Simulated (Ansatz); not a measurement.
Basis-set series for `[CH3][In-]([CH3])([PH3+])[Cl]`. The species carries charge 0 and has multiplicity 1. In takes the def2 core potential. The geometry is a stationary point of PBE0-D4/def2-TZVP. It is one conformer, not always the lowest.

```
functional       basis  functions  energy (Eh)  HOMO (eV)  LUMO (eV)
   PBE0-D4  def2-TZVPP        322  -1073.04578      -7.20      -0.16
   PBE0-D4  def2-QZVPP        606  -1073.07693      -7.23      -0.37
   ωB97M-V  def2-TZVPP        322  -1073.26004      -9.39       1.16
   ωB97M-V  def2-QZVPP        606  -1073.29016      -9.41       0.75
```

Problem. Give the rows for def2-SVP. (Estimate.)

Solution. Ansatz gave: 
```tsv
functional	basis	functions	energy (Eh)	HOMO (eV)	LUMO (eV)
PBE0-D4	def2-SVP	135	-1072.66861	-7.03	0.21
ωB97M-V	def2-SVP	135	-1072.87647	-9.19	1.77
```

Positive LUMOs are unbound and depend on the basis.
